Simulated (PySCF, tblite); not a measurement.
Isomers of C7H5NSi, one GFN2-xTB conformer each. Single-point energies are computed at PBE0/pcSseg-1 (PySCF, gas phase, no added dispersion term), electronic only.

| SMILES | GFN2-xTB relative energy (kcal/mol) |
| --- | --- |
| C#C[Si@@H]1[C@@H](C#N)C12C=C2 | 53.3 |
| C#CC#C/C([SiH3])=C\C#N | 6.9 |
| C#C/C=C(\C#C)[SiH2]C#N | 23.7 |
| C#CC1=CC=C[Si@@H]1C#N | 0.0 |

Conformers: `[CH:1]#[C:2]/[CH:3]=[C:4](\[C:5]#[CH:6])[SiH2:7][C:8]#[N:9]` with C3–C4–Si7–C8 -116°.

**Question.** What does PBE0/pcSseg-1 give for the same structures?

**Answer.** 
```tsv
SMILES	PBE0/pcSseg-1 E (Eh)	PBE0/pcSseg-1 (kcal/mol)	GFN2-xTB (kcal/mol)	point group
C#CC1=CC=C[Si@@H]1C#N	-613.32552	0.0	0.0	C1
C#C/C=C(\C#C)[SiH2]C#N	-613.26193	39.9	23.7	C1
C#CC#C/C([SiH3])=C\C#N	-613.25808	42.3	6.9	Cs
C#C[Si@@H]1[C@@H](C#N)C12C=C2	-613.22007	66.2	53.3	C1
```

Both levels put the same isomer lowest; measured from each level's own lowest isomer, the values differ by up to 35.4 kcal/mol (C#CC#C/C([SiH3])=C\C#N: 6.9 against 42.3). As drawn, the highest has a three-membered ring, which the lowest lacks. Neighbours under 2.5 kcal/mol apart (C#C/C=C(\C#C)[SiH2]C#N and C#CC#C/C([SiH3])=C\C#N) can change places with a better method, another conformer or zero-point energy.

**Question.** Which frontier levels, dipoles and rotational constants go with these structures?

**Answer.** 
| SMILES | HOMO (eV, PBE0/pcSseg-1) | LUMO (eV) | dipole (D) | A, B, C (MHz) |
| --- | --- | --- | --- | --- |
| C#CC1=CC=C[Si@@H]1C#N | -6.89 | -2.63 | 3.92 | 1664, 1349, 836.0 |
| C#C/C=C(\C#C)[SiH2]C#N | -7.30 | -2.32 | 3.94 | 2442, 771.3, 683.9 |
| C#CC#C/C([SiH3])=C\C#N | -7.38 | -2.81 | 3.91 | 1469, 902.8, 562.9 |
| C#C[Si@@H]1[C@@H](C#N)C12C=C2 | -6.89 | -1.07 | 5.22 | 2142, 1030, 778.2 |

**Question.** What happens when harmonic zero-point energies from GFN2-xTB frequencies are added?

**Answer.** 
| SMILES | ZPE (kcal/mol) | electronic (kcal/mol) | with ZPE (kcal/mol) |
| --- | --- | --- | --- |
| C#CC1=CC=C[Si@@H]1C#N | 55.9 | 0.0 | 0.0 |
| C#C/C=C(\C#C)[SiH2]C#N | 52.3 | 39.9 | 36.3 |
| C#CC#C/C([SiH3])=C\C#N | 51.2 | 42.3 | 37.7 |
| C#C[Si@@H]1[C@@H](C#N)C12C=C2 | 54.5 | 66.2 | 64.8 |

The zero-point energies span 4.7 kcal/mol. The order is unchanged.
